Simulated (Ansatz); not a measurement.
One change: `C=C[SiH2]N[SiH3]` becomes `C=C[SiH2]Br`.

Ansatz, PBE0-D4/def2-TZVP geometries, multiplicity 1. Each molecule was computed in one conformer, which needn't be the lowest.

Scalar relativity is left out up to krypton. Spin–orbit coupling is left out; it splits and shifts lone-pair levels of the heavy atoms by tenths of an eV.

```
                                      property  `C=C[SiH2]N[SiH3]`
zero-point energy (PBE0-D4/def2-TZVP) / kJ/mol               265.8
            HOMO energy (PBE0/def2-TZVPP) / eV               -7.42
         HOMO–LUMO gap (B3LYP/def2-TZVPP) / eV                6.36
          HOMO–LUMO gap (PBE0/def2-TZVPP) / eV                6.78
             LUMO energy (PBE/def2-TZVPP) / eV               -1.63
            LUMO energy (PBE0/def2-TZVPP) / eV               -0.64
```

Task: What does the change do to each property? (Estimate.)

Result: The calculation gave: 
```
                                      property  `C=C[SiH2]Br`   shift
zero-point energy (PBE0-D4/def2-TZVP) / kJ/mol          159.6  -106.2
            HOMO energy (PBE0/def2-TZVPP) / eV          -8.19   -0.77
         HOMO–LUMO gap (B3LYP/def2-TZVPP) / eV           6.72    0.36
          HOMO–LUMO gap (PBE0/def2-TZVPP) / eV           7.17    0.39
             LUMO energy (PBE/def2-TZVPP) / eV          -1.99   -0.36
            LUMO energy (PBE0/def2-TZVPP) / eV          -1.01   -0.37
```

With PBE0 the HOMO falls by 0.77 eV and the LUMO falls by 0.37 eV, so the gap widens by about 0.40 eV. PBE moves the HOMO by -0.85 eV and ωB97M-V by -0.70 eV. The zero-point energy changes by -106.2 kJ/mol with -15 modes.

Positive LUMOs are unbound, so they and the gaps depend on the basis.

B3LYP here is the variant with VWN-RPA as its local correlation; programs differ in this.
